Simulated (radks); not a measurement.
Ag VI, configuration [Kr] 4d6 (the NIST ground configuration).

All-electron calculation, scalar-relativistic Kohn-Sham, r2SCAN, spin-unpolarised, spherical densities, finite nucleus; meta-GGA in the generalised Kohn-Sham scheme; Fermi nuclear charge, rms radius 4.5454 fm. Program: a radial shooting solver on a logarithmic mesh with Libxc functionals.

Energy parts (eV):
| part | energy |
|---|---|
| total | -144486.964 |
| kinetic | 150120.251 |
| electron-nucleus | -346009.343 |
| Hartree | 55400.950 |
| exchange-correlation | -3998.823 |

Orbitals (lengths in bohr, moments of r in powers of bohr; <r^-3> diverges for s and p1/2):
| orbital | occ. | eigenvalue (eV) | <r^-3> | <r^2> |
|---|---|---|---|---|
| 1s | 2 | -25458.32 | - | 0.001309 |
| 2s | 2 | -3830.181 | - | 0.02144 |
| 2p | 6 | -3440.878 | 3779 | 0.01691 |
| 3s | 2 | -771.9502 | - | 0.1545 |
| 3p | 6 | -643.0371 | 678.4 | 0.1562 |
| 3d | 10 | -440.3541 | 92.29 | 0.1421 |
| 4s | 2 | -172.7945 | - | 0.9079 |
| 4p | 6 | -134.3225 | 117.6 | 1.063 |
| 4d | 6 | -77.3854 | 11.70 | 1.543 |

The highest occupied level is 4d at -77.385 eV. The density falls to 0.001 e/bohr^3 at r = 2.73 bohr.
